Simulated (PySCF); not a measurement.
Atoms are numbered as in `[SiH3:1][SiH:2]([SiH3:3])[CH2:4][Cl:5]` (H(Xn): hydrogen on atom n).

GIAO PBE0/pcSseg-1 shifts (PySCF 2.14.0 with density-fitted response routines, gas phase, non-relativistic, equivalent atoms averaged), each against references optimised in the same way as the molecule (TMS, HCl).

On the GFN2-xTB geometry: Si2 -70.4, Si1/Si3 -116.1, C4 33.0, Cl5 73, H(Si2) 4.22, H(Si1)/H(Si3) 3.50, H(C4) 3.08 ppm.

**Question.** What changes on the PBE0-D3(BJ)/def2-SVP geometry?

**Answer.** 
```tsv
atoms	δ (ppm)	change
Si2	-64.5	+5.9
Si1/Si3	-106.3	+9.8
C4	31.4	-1.6
Cl5	70	-3
H(Si2)	4.11	-0.11
H(Si1)/H(Si3)	3.57	+0.07
H(C4)	2.94	-0.14
```

Part of each change is the reference's own: σ(TMS, Si) goes from 349.2 to 352.0 ppm, σ(TMS, C) goes from 186.9 to 184.4 ppm, σ(HCl, Cl) goes from 949.8 to 943.3 ppm, σ(TMS, H) goes from 31.72 to 31.27 ppm.

Bonds between heavy atoms that differ most (equivalent bonds averaged): Si2–C4 1.926 → 1.904 Å, Si1–Si2 2.328 → 2.347 Å, C4–Cl5 1.788 → 1.793 Å. Mean change of bonds to hydrogen: Si–H +0.028 Å, C–H +0.012 Å. The two structures also differ in conformation, which adds to the changes.
